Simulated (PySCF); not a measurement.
CH8Cl2Si3, SMILES Cl[Si]([SiH3])(C[SiH3])Cl.

Coordinates come from a B3LYP-D3(BJ)/def2-SVP optimisation. The structure was generated by enumeration, and PubChem lists no compound with its InChIKey, so it may never have been made. One conformer was computed; it need not be the lowest.

Two levels are set side by side: PBE/def2-TZVP (PySCF) and ωB97X/def2-TZVP (PySCF). Same geometry, gas phase. Differences are taken from unrounded values.

| quantity | ωB97X |
|---|---|
| orbital gap (eV) | 12.01 |
| highest occupied level (eV) | -10.42 |
| lowest empty level (eV) | 1.59 |
| dipole moment (D) | 1.90 |

Question: What does PBE give, and how far is it from ωB97X? (Estimate from the structure and the level; the computed values follow.)

Answer: 
```tsv
quantity	PBE	PBE minus ωB97X
orbital gap (eV)	5.64	-6.37
highest occupied level (eV)	-6.96	3.46
lowest empty level (eV)	-1.31	-2.91
dipole moment (D)	1.71	-0.19
```

Without exact exchange PBE keeps part of each electron's self-repulsion, which lifts occupied levels and narrows the gap. Differences between two approximate levels are no errors against the true value.

Rough cost on one machine, each run with all the roots and properties that it gave: ωB97X against PBE within a factor of 2.
